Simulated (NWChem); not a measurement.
Molecule: C3H8O2; SMILES COCOC

```xyz
13

C      0.6580    -1.8997     0.1460
O     -0.5408    -1.2901    -0.3132
C     -0.7207     0.0038     0.1444
O      0.2604     0.8552    -0.4100
C      0.1823     2.1716     0.0915
H      0.7087    -1.8934     1.2464
H      1.5446    -1.3953    -0.2536
H      0.6361    -2.9342    -0.2046
H     -1.7278     0.3105    -0.1768
H     -0.6620     0.0509     1.2520
H      0.9790     2.7463    -0.3870
H     -0.7855     2.6443    -0.1432
H      0.3253     2.2046     1.1844
```
Atoms are numbered in this order, from 1.

Results from NWChem. Pople sets run with spherical d functions. All runs use the structure optimised with B3LYP/6-31G* (spherical d). GIAO values for the isolated, static molecule; σ is the absolute isotropic shielding, δ = σ(reference) − σ with the isolated reference molecule computed at the same levels (13C: tetramethylsilane, 1H: tetramethylsilane, 17O: water).

**Question.** What does the run give for B3LYP/6-311G**? Quantities: δ C1 (ppm); δ O2 (ppm); δ O4 (ppm); δ H6 (rotor mean) (ppm); δ H9 (ppm); δ H10 (ppm); δ H11 (rotor mean) (ppm).

**Answer.** 
```json
{
 "δ C1 (ppm)": "58.4",
 "δ O2 (ppm)": "68.6",
 "δ O4 (ppm)": "53.3",
 "δ H6 (rotor mean) (ppm)": "3.42",
 "δ H9 (ppm)": "4.82",
 "δ H10 (ppm)": "4.14",
 "δ H11 (rotor mean) (ppm)": "3.15"
}
```
